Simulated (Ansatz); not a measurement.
Input (CCSDT(Q)/def2-SVP; Ansatz, an electronic-structure program):

Ansatz 0.2 input:
```yaml
crystal:
  periodic: [false, false, false]
  atoms:
    - {symbol: Ba, position_ang: [0.22286265, 0.11814199, 0.09208405]}
    - {symbol: F, position_ang: [-0.93947669, 1.07912345, -1.54686344]}
    - {symbol: F, position_ang: [-0.44722427, -1.81422915, 0.97389600]}
basis:
  gaussian:
    orbitals: def2-SVP
magnetization: {spin_polarized: false}
correlation: {method: ccsdt_q, electrons: outside_noble_gas}
```

Output:

```
Functional definition: HF
integrals: 0.04 GiB planned
846 factors; integrals over basis functions are off by at most 1.3e-7 eV
mean field: 0.14 GiB planned
mean field evaluation 1: about -6089.2556 eV, gradient 5.1e1 eV
mean field evaluation 2: about -6089.2675 eV, gradient 5.1e1 eV
mean field evaluation 4: about -6093.8261 eV, gradient 1.1e0 eV
mean field evaluation 8: about -6093.8267 eV, gradient 2.6e-5 eV
mean field evaluation 16: about -6093.8263 eV, gradient 3.1e-1 eV
mean field -6093.82668945 eV, -223.9440002934 hartree, gradient 3.7e-6 eV, S^2 0.000000; 0 other end points of the search recorded, 0 dependent functions left out
6 core orbitals not correlated, not the lowest: weight in the atoms' cores, before any rotation towards them, 0.870 or more for the frozen orbitals, at most 0.069 for the correlated occupied ones
reference -6093.82668945 eV, -223.9440002934 hartree; 8, 8 occupied and 44, 44 virtual orbitals, 846 factors
second order -11.23211058 eV of doubles, -0.00000000 eV of singles
coupled cluster: 0.65 GiB planned
cycle   1  -10.87002750 eV  change    3.6e-1 eV  update   1.2e-1
cycle   2  -11.19742181 eV  change   -3.3e-1 eV  update   8.8e-2
cycle   3  -11.32860342 eV  change   -1.3e-1 eV  update   2.3e-2
cycle   4  -11.35582703 eV  change   -2.7e-2 eV  update   1.2e-2
cycle   5  -11.34255196 eV  change    1.3e-2 eV  update   3.9e-3
cycle   6  -11.33478585 eV  change    7.8e-3 eV  update   2.2e-3
cycle   7  -11.33502856 eV  change   -2.4e-4 eV  update   7.4e-4
cycle   8  -11.33582238 eV  change   -7.9e-4 eV  update   3.7e-4
cycle   9  -11.33581131 eV  change    1.1e-5 eV  update   1.6e-4
cycle  10  -11.33568576 eV  change    1.3e-4 eV  update   5.7e-5
cycle  11  -11.33573809 eV  change   -5.2e-5 eV  update   2.6e-5
cycle  12  -11.33574619 eV  change   -8.1e-6 eV  update   1.6e-5
cycle  13  -11.33573979 eV  change    6.4e-6 eV  update   4.3e-6
cycle  14  -11.33573770 eV  change    2.1e-6 eV  update   3.0e-6
cycle  15  -11.33573815 eV  change   -4.4e-7 eV  update   1.2e-6
perturbative correction -0.03065958 eV, -0.0011267186 hartree
Total energy: -6105.19308718 eV, -224.3617077052 hartree
```
